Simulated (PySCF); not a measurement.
Zn(Me)(OH) cation (CH4OZn), SMILES [OH][Zn][CH3] (connectivity only; charge and spin as stated), charge +1, multiplicity 2.

Coordinates come from a r2SCAN-D4/def2-TZVP optimisation. The spin state was assumed, not searched. The isomer is the one that the SMILES or the coordinates give; other isomers of the formula were not compared. One conformer was computed; it need not be the lowest.

Calculation: TDA-ωB97X/def2-SVPD (PySCF).

Vertical excitations. Gas-phase values at a fixed geometry.

```
state    energy (eV)  λ (nm)      f                                                                        main pairs
-------  -----------  ------  -----  --------------------------------------------------------------------------------
root 1          0.92    1342  0.005                                              β HOMO→LUMO 57 %, β HOMO−1→LUMO 39 %
root 2          2.03     612  0.117                                              β HOMO−1→LUMO 56 %, β HOMO→LUMO 36 %
root 3          4.28     290  0.001                        β HOMO−3→LUMO 66 %, β HOMO−2→LUMO 16 %, β HOMO−4→LUMO 14 %
root 4          4.34     286  0.004                        β HOMO−4→LUMO 51 %, β HOMO−3→LUMO 28 %, β HOMO−2→LUMO 17 %
root 5          4.91     252  0.003                                            β HOMO−2→LUMO 61 %, β HOMO−4→LUMO 31 %
root 6          6.08     204  0.010                                              α HOMO→LUMO 79 %, β HOMO→LUMO+1 10 %
root 7          6.43     193  0.012                                               α HOMO→LUMO 9 %, β HOMO→LUMO+1 78 %
root 8          6.86     181  0.031                                          α HOMO−1→LUMO 49 %, β HOMO−1→LUMO+1 36 %
root 9          7.22     172  0.026  α HOMO−1→LUMO 16 %, β HOMO−5→LUMO 28 %, β HOMO−1→LUMO+1 28 %, β HOMO−6→LUMO 10 %
root 10         7.24     171  0.001                                            β HOMO−6→LUMO 64 %, β HOMO−5→LUMO 31 %
```
Unrestricted roots are not spin-pure.
